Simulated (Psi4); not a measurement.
CHO (SMILES [CH]=O), doublet (typed; the unrestricted solution is spin-contaminated), at a GFN2-xTB geometry. Base run: CCSD/STO-3G in Psi4.

Psi4 was given this input:
```
memory 2 GB

molecule mol {
0 2
C    -0.480854    0.337057    0.028066
O     0.546855   -0.240731   -0.022264
H    -1.489715   -0.096492    0.009715
}

set {
  basis sto-3g
  reference uhf
}

energy('ccsd')
print_variables()
```

Each row names what was changed in the base input (with any setting that the change needs).

| change | ΔE vs base (kcal/mol) | MP2 correlation (Eh) | CC correlation without the perturbative part (Eh) | basis functions |
|---|---|---|---|---|
| base | 0.000 | -0.09718 | -0.13003 | 11 |
| method = ccsd(t) | (withheld) | -0.09718 | -0.13003 | 11 |
| method = mp3 | (withheld) | -0.09717 | - | 11 |
| cc_type = df | -0.120 | -0.09717 | -0.13005 | 11 |
| freeze_core = on | 0.213 | -0.09679 | -0.12969 | 11 |
| method = omp2 | 7.30 | -0.09717 | - | 11 |
| scf_type = pk; mp2_type = conv | 0.000 | -0.09718 | -0.13003 | 11 |
| method = lccd | 7.62 | -0.09718 | - | 11 |
| method = mp2 | (withheld) | -0.09717 | - | 11 |
| puream = off | 0.000 | -0.09718 | -0.13003 | 11 |

Task: Complete the blanks.

Result: 
- method = ccsd(t), ΔE vs base (kcal/mol): -1.66
- method = mp3, ΔE vs base (kcal/mol): 13.67
- method = mp2, ΔE vs base (kcal/mol): 20.51

Open shells are given as the SCF converged; they aren't shown to be the lowest states, and a large step between rows can be another state.
